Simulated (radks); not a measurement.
Ionisation ladder of phosphorus, from P2+ to P4+. Each ion is in the ground configuration listed by NIST, and IE = E(next ion) - E(this ion). Calculated with a radial shooting solver on a logarithmic mesh with Libxc functionals: Dirac Kohn-Sham, PBE, spin-unpolarised, spherical densities, point nucleus; open shells are shared between the two j in proportion to 2j + 1.

species  configuration  E (hartree)  IE, Delta-SCF (eV)  <r> HOMO (bohr)  IE, NIST (eV)  kind  error (eV)
P2+       [Ne] 3s2 3p1   -340.84157              29.739             1.97         30.203  exp.      -0.463
P3+           [Ne] 3s2   -339.74867              52.006             1.67         51.444  exp.      +0.562
P4+           [Ne] 3s1   -337.83750              65.060             1.60         65.025  exp.      +0.035

Reference values: NIST Atomic Spectra Database (exp. = measured, semi-emp. = semi-empirical, theory = theoretical value adopted there). The ionisation energy per charge of the ion left behind rises most, in proportion, at P3+ ([Ne] 3s2), from 9.913 to 13.001 eV. Against the entries that are not theoretical the mean signed error is -0.1 % and the largest -1.5 %. Spin polarisation and multiplet splitting are left out, so open shells lie too high by an amount that depends on their filling.

Beside tabulated values, note that spin-unpolarised runs miss the spin-polarisation part of the exchange energy of open shells.
